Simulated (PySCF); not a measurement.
## Working out the ionisation energy of Rb¹¹⁺

Rb¹¹⁺ [Ar] 3d8 (3F) → Rb¹²⁺ [Ar] 3d7 (4F). Calculation: PySCF 2.14, in an even-tempered Gaussian basis (20 s from 0.69 bohr⁻², ratio 2.5; 13 p from 0.9 bohr⁻², ratio 2.5; 9 d from 0.9 bohr⁻², ratio 2.5; 4 f from 5.5 bohr⁻², ratio 2.7; 4 g from 8.2 bohr⁻², ratio 2.7); scalar relativity by spin-free X2C-1e. Frozen: [Ne]; the 40 highest virtual orbitals dropped. Energies in hartree (1 hartree = 27.21139 eV):

```csv
part,Rb¹¹⁺ (lower),Rb¹²⁺ (upper)
UHF,-2933.669698,-2920.597270
MP2 opposite-spin,-0.450954,-0.404165
MP2 same-spin,-0.203764,-0.184751
```

Task: What does Hartree-Fock give?

Result: (-2920.597270) − (-2933.669698) = 13.072428 hartree = 355.719 eV.

Task: What do MP2 and SCS-MP2 (6/5 opposite-spin, 1/3 same-spin) give?

Result: The opposite-spin parts differ by 1.273 eV and the same-spin parts by 0.517 eV. MP2: 355.719 + (1.273) + (0.517) = 357.509 eV. SCS-MP2: 355.719 + 1.2 × (1.273) + (0.517)/3 = 357.419 eV.

A first-order spin-orbit estimate adds -0.050 eV to MP2 (outer shells), giving 357.459 eV against 356 ± 2.5 eV (theoretical estimate listed by NIST; NIST Atomic Spectra Database, ionization energies).

What remains against the reference includes basis incompleteness, the frozen core and correlation beyond second order.
